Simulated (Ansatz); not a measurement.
Computed with Ansatz.

A structure relaxed at PBE0-D4/def2-TZVP, charge 0, multiplicity 1:

Cartesian coordinates in Å:
```
C -2.035 -2.820 -1.300
N -2.162 -1.420 -0.991
C -1.119 -0.656 -0.603
C -1.100 0.693 -0.554
C 0.000 1.501 -0.061
O -0.088 2.717 -0.052
C 1.255 0.834 0.497
C 1.077 0.653 2.004
C 2.485 1.669 0.183
H -1.282 -3.266 -0.648
H -2.980 -3.332 -1.114
H -1.739 -3.004 -2.340
H -2.964 -0.940 -1.364
H -0.253 -1.231 -0.287
H -1.966 1.261 -0.882
H 1.380 -0.153 0.041
H 0.941 1.626 2.482
H 0.206 0.038 2.239
H 1.960 0.179 2.440
H 2.368 2.676 0.586
H 3.377 1.215 0.621
H 2.640 1.760 -0.895
```

Problem. Give its formula and SMILES.

Solution. C7H13NO, `CN/C=C/C(=O)C(C)C`.

Problem. Point group (tolerance 0.08 Å, 0.16 Å for H)?

Solution. C1.

Problem. Summarise the bond lengths by kind.

Solution. 2 × C–N 1.350 to 1.439 Å; 12 × C–H 1.086 to 1.097 Å; 1 × H–N 1.007 Å; 5 × C–C 1.350 to 1.528 Å; 1 × C–O 1.220 Å.
